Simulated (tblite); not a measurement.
Compound: C₅H₁₅PSSi.
SMILES with atom numbers: `[CH3:1][CH2:2][CH2:3][CH2:4][Si@@H:5]([PH2:6])[S:7][CH3:8]` (hydrogens: H9, H10, H11 on C1; H12, H13 on C2; H14, H15 on C3; H16, H17 on C4; H18 on Si5; H19, H20 on P6; H21, H22, H23 on C8)

Structure optimised with GFN2-xTB, isolated species.

(1) Give the optimised bond lengths and angles.

## Answers

(1) 
```csv
bond,length (pm),order
C1–C2,152.3,single
C2–C3,152.7,single
C3–C4,152.6,single
C4–Si5,190.8,single
Si5–P6,225.3,single
Si5–S7,216.1,single
S7–C8,182.2,single
"C1–H9, C1–H10, C1–H11",108.8,single
C2–H12,109.3,single
C2–H13,109.3,single
C3–H14,109.2,single
C3–H15,109.2,single
C4–H16,109.4,single
C4–H17,109.2,single
Si5–H18,146.3,single
"P6–H19, P6–H20",138.2,single
"C8–H21, C8–H22, C8–H23",108.6,single
```

Bonds in one row agree within 1 pm and their mean is given. Orders are formal, as drawn. A selection of angles:
```csv
angle,degrees
C1–C2–C3,111.7
C2–C3–C4,112.2
C3–C4–Si5,113.0
C4–Si5–P6,106.5
C4–Si5–S7,110.7
P6–Si5–S7,109.4
Si5–S7–C8,100.6
```

Torsions: C1–C2–C3–C4 179° (antiperiplanar); C2–C3–C4–Si5 176° (antiperiplanar); C3–C4–Si5–P6 -175° (antiperiplanar); C4–Si5–S7–C8 -78° (synclinal).

Si5 (SiH silicon) is distorted tetrahedral (angles from 101.7° to 116.1°). P6 (three-coordinate phosphorus) is pyramidal (angles 94.9°, 93.6° and 92.6°, sum 281.2°, 0.84 Å off the plane of its three neighbours). All 3 C–C bonds measure 1.523 to 1.527 Å. Of the pairs four or more bonds apart, P6···H23 is among the closest relative to their van der Waals radii: 2.79 Å, 93 % of the sum of Bondi's values.

Point group: C1 (no symmetry element, even within 0.4 Å). Its GFN2-xTB frequencies are all real (lowest 18 cm⁻¹). The numbers are those of one conformer (C1–C2–C3–C4 179°, C2–C3–C4–Si5 176°, C3–C4–Si5–P6 -175°, C4–Si5–P6–H -177° and -84°, C4–Si5–S7–C8 -78°). 3 starts were optimised and ended at 0.00, 0.09 and 0.88 kcal/mol (GFN2-xTB); the lowest of these is shown.

These are computed values.
